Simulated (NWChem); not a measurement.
# CH2AlNO; SMILES O=C=[N][AlH2]

```xyz
6

Al     0.0000     0.0000     1.7391
H      0.0000     1.4113     2.4704
H      0.0000    -1.4113     2.4704
N      0.0000     0.0000    -0.0520
C      0.0000     0.0000    -1.2662
O      0.0000     0.0000    -2.4484
```
Atoms are numbered in this order, from 1.

Computed with NWChem. Pople sets run with spherical d functions. Structure relaxed at the PBE-D3(BJ)/def2-SVP level. Vertical excitations in the gas phase.

### Question
Predict the results for PBE/6-31+G*, full TDDFT. Quantities: lowest excitation, singlet (eV); oscillator strength of that lowest state; lowest state with f > 0.02, singlet (eV); orbital gap (eV).

### Answer
```yaml
lowest excitation, singlet (eV): 4.48
oscillator_strength_of_that_lowest_state: 0.000
lowest state with f > 0.02, singlet (eV): 5.33
orbital gap (eV): 4.44
```
